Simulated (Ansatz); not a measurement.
Geometry optimisation, RKS B3LYP-D4/def2-SVP (Ansatz).

input.yaml

```yaml
crystal:
  periodic: [false, false, false]
  atoms:
    - { symbol: Ge, position_ang: [0.215209, 0.108071, -0.158356] }
    - { symbol: H, position_ang: [0.062389, 0.080103, 1.376784] }
    - { symbol: Cl, position_ang: [2.315134, -0.032849, -0.64141] }
    - { symbol: Cl, position_ang: [-0.54355, 1.87848, -1.095145] }
    - { symbol: Cl, position_ang: [-0.725925, -1.637504, -1.034559] }
    - { symbol: O, position_ang: [-2.415995, 0.033313, 1.219784] }
    - { symbol: H, position_ang: [-2.65954, -0.760498, 0.725903] }
    - { symbol: H, position_ang: [-1.713022, -0.298816, 1.824198] }
basis:
  gaussian: { orbitals: def2-SVP }
hamiltonian:
  xc: b3lyp
  dispersion: d4
relax:
  f_tol: 0.03
  max_steps: 50
```

Launched with:

```bash
$ ansatz run input.yaml --threads 4 --pin off --max-ram 5120MiB --backend cpu --events-out ev --progress --plain --runs-dir out
```

Where does it end, and by what steps?

It converged. After 22 steps the energy has fallen by 0.237 eV; H7 moved furthest, 1.26 Å.

```json
{"step": "0", "energy less start (eV)": "0.0000", "largest force component (eV/Å)": "0.857", "accepted": "yes"}
{"step": "1", "energy less start (eV)": "-0.0597", "largest force component (eV/Å)": "0.900", "accepted": "yes"}
{"step": "2", "energy less start (eV)": "-0.0870", "largest force component (eV/Å)": "0.419", "accepted": "yes"}
{"step": "3", "energy less start (eV)": "-0.1271", "largest force component (eV/Å)": "0.167", "accepted": "yes"}
{"step": "4", "energy less start (eV)": "-0.1300", "largest force component (eV/Å)": "0.402", "accepted": "yes"}
{"step": "5", "energy less start (eV)": "-0.1375", "largest force component (eV/Å)": "0.424", "accepted": "yes"}
{"step": "6", "energy less start (eV)": "-0.1449", "largest force component (eV/Å)": "0.213", "accepted": "yes"}
{"step": "7", "energy less start (eV)": "-0.1478", "largest force component (eV/Å)": "0.203", "accepted": "yes"}
{"step": "8", "energy less start (eV)": "-0.1576", "largest force component (eV/Å)": "0.112", "accepted": "yes"}
{"step": "9", "energy less start (eV)": "-0.1341", "largest force component (eV/Å)": "1.161", "accepted": "no"}
{"step": "10", "energy less start (eV)": "-0.1648", "largest force component (eV/Å)": "0.072", "accepted": "yes"}
{"step": "11", "energy less start (eV)": "-0.1669", "largest force component (eV/Å)": "0.424", "accepted": "yes"}
{"step": "12", "energy less start (eV)": "-0.1816", "largest force component (eV/Å)": "0.133", "accepted": "yes"}
{"step": "13", "energy less start (eV)": "-0.2001", "largest force component (eV/Å)": "0.219", "accepted": "yes"}
{"step": "14", "energy less start (eV)": "-0.1596", "largest force component (eV/Å)": "1.527", "accepted": "no"}
{"step": "15", "energy less start (eV)": "-0.2097", "largest force component (eV/Å)": "0.109", "accepted": "yes"}
{"step": "16", "energy less start (eV)": "-0.2147", "largest force component (eV/Å)": "0.315", "accepted": "yes"}
{"step": "17", "energy less start (eV)": "-0.2302", "largest force component (eV/Å)": "0.041", "accepted": "yes"}
{"step": "18", "energy less start (eV)": "-0.2319", "largest force component (eV/Å)": "0.217", "accepted": "yes"}
{"step": "19", "energy less start (eV)": "-0.1828", "largest force component (eV/Å)": "1.467", "accepted": "no"}
{"step": "20", "energy less start (eV)": "-0.2360", "largest force component (eV/Å)": "0.047", "accepted": "yes"}
{"step": "21", "energy less start (eV)": "-0.2345", "largest force component (eV/Å)": "0.324", "accepted": "no"}
{"step": "22", "energy less start (eV)": "-0.2369", "largest force component (eV/Å)": "0.012", "accepted": "yes"}
```

```xyz
8
Properties=species:S:1:pos:R:3
Ge 0.312 0.017 -0.033
H 0.501 0.291 1.452
Cl 2.250 0.130 -0.994
Cl -0.917 1.475 -1.067
Cl -0.428 -1.971 -0.490
O -2.147 -0.093 1.413
H -2.636 0.500 0.824
H -2.401 -0.979 1.113
```

Whether the end is a true minimum wasn't checked by a vibrational analysis.

The run took 39 s on 4 threads of Arm Neoverse V2, on a shared host, peak memory 0.31 GiB.
